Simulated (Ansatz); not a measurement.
Conformers of C3H8S2 (SMILES CSCSC), B3LYP-D3(BJ)/def2-TZVP minima from an xTB search, which can miss the lowest.
Conformer 1 (charge 0, multiplicity 1):
```
atom    x (Å)    y (Å)    z (Å)
----  -------  -------  -------
C      2.0221  -0.8157  -0.4904
S      1.0513  -0.3301   0.9584
C      0.1896   1.1195   0.2832
S     -0.9668   0.8286  -1.0871
C     -2.1942  -0.2003  -0.2432
H      1.3652  -0.9820  -1.3429
H      2.5294  -1.7450  -0.2365
H      2.7658  -0.0571  -0.7352
H     -0.3369   1.5686   1.1253
H      0.9146   1.8424  -0.0908
H     -2.9129  -0.5201  -0.9959
H     -2.7137   0.3654   0.5305
H     -1.7134  -1.0742   0.1939
```
Conformer 2 (charge 0, multiplicity 1):
```xyz
13

C     -2.4177    -0.2956     0.2472
S     -1.6794     1.3470     0.0391
C      0.0554     0.9517     0.3383
S      0.7885     0.0075    -1.0399
C      2.3306    -0.5234    -0.2445
H     -3.4811    -0.1895     0.0389
H     -2.2880    -0.6526     1.2690
H     -1.9812    -1.0037    -0.4543
H      0.5681     1.9061     0.4567
H      0.1563     0.3806     1.2630
H      2.9478     0.3311     0.0332
H      2.1290    -1.1351     0.6354
H      2.8716    -1.1242    -0.9743
```

Cores are frozen in the correlated methods. MP2 and its Hartree–Fock in cc-pV(Q+d)Z are density fitted.

Run with Ansatz (a quantum-chemistry and plane-wave program) with Gaussian orbitals. Values without a source in brackets are computed.

The energy of conformer 2 above conformer 1 is E(conformer 2) − E(conformer 1). Total energies (hartree):

| level | conformer 2 | conformer 1 |
|---|---|---|
| HF/cc-pV(T+d)Z | -913.3941800 | -913.3959392 |
| MP2/cc-pV(T+d)Z | -914.2793744 | -914.2828929 |
| HF/cc-pV(Q+d)Z | -913.4088485 | -913.4104761 |
| MP2/cc-pV(Q+d)Z | -914.3578886 | -914.3613869 |
| CCSD(T)/cc-pV(T+d)Z | -914.3844567 | -914.3876955 |

### Question
Work out the energy of conformer 2 above conformer 1 at the basis-set limit: extrapolate the MP2 correlation part as X⁻³, take Hartree–Fock from the larger set, and add the CCSD(T) − MP2 difference of cc-pV(T+d)Z.

### Answer

1. Differences (1 hartree = 627.509 kcal/mol): HF/cc-pV(T+d)Z 1.104; MP2/cc-pV(T+d)Z 2.208; HF/cc-pV(Q+d)Z 1.021; MP2/cc-pV(Q+d)Z 2.195; CCSD(T)/cc-pV(T+d)Z 2.032.
2. Correlation parts, MP2 less HF: 1.104 in cc-pV(T+d)Z (X = 3), 1.174 in cc-pV(Q+d)Z (X = 4).
3. Limit (4³·(1.174) − 3³·(1.104))/(4³ − 3³) = 1.225; with HF/cc-pV(Q+d)Z it gives 2.246.
4. CCSD(T) less MP2 in cc-pV(T+d)Z: -0.176.
Result: 2.07 kcal/mol, against 2.21 at MP2/cc-pV(T+d)Z. It is an estimate of this method's limit, not of the exact value.
